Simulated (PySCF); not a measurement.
SMILES [O]([Sn]([OH])([OH])[CH2]C)C (C₃H₁₀O₃Sn), singlet, GFN2-xTB optimised geometry.

```
17

C     -1.16    -3.22     1.18
C     -1.46    -1.79     1.54
Sn    -0.73    -0.39     0.00
O      1.25    -0.39     0.00
O     -1.22    -0.89    -1.84
O     -1.32     1.55     0.00
C     -0.84     2.54     0.86
H     -0.09    -3.39     1.10
H     -1.55    -3.88     1.96
H     -1.63    -3.50     0.24
H     -2.53    -1.60     1.63
H     -0.96    -1.49     2.46
H      1.63    -0.40    -0.88
H     -1.72    -0.22    -2.30
H     -1.16     3.50     0.44
H     -1.25     2.45     1.87
H      0.25     2.54     0.93
```

Density from PBE0/def2-SVP, def2 effective core potentials past Kr run with PySCF 2.14.0 at that geometry. The core electrons that the potentials of Sn replace are not part of the density.

Minimum of the electron density along straight lines between bonded atoms, close to the bond critical point (lines longer than 1.1 times the sum of covalent radii, or with two minima, are not listed):

```csv
bond,length / Å,ρ at the minimum / e bohr⁻³,∇²ρ there / e bohr⁻⁵,position (fraction from the first atom)
C1–C2,1.508,0.247,(withheld),0.49
C2–Sn3,2.210,0.094,0.09,0.50
Sn3–O4,1.979,0.108,0.58,0.51
Sn3–O5,1.971,0.109,0.60,0.51
Sn3–O6,2.024,0.097,0.49,0.51
O6–C7,1.400,0.261,-0.40,0.66
C1–H8,1.086,0.279,-1.03,0.63
C1–H9,1.090,0.275,-1.00,0.62
C1–H10,1.086,0.278,-1.03,0.63
C2–H11,1.089,0.276,-1.01,0.63
C2–H12,1.088,0.276,-1.01,0.63
O4–H13,0.958,0.354,-2.31,0.81
O5–H14,0.958,0.354,-2.34,0.82
C7–H15,1.092,0.281,-1.06,0.63
C7–H16,1.092,0.280,-1.04,0.62
C7–H17,1.091,0.282,-1.06,0.63
```

Task: Fill in the missing entries.

Result: 
- C1–C2, ∇²ρ there / e bohr⁻⁵: -0.56
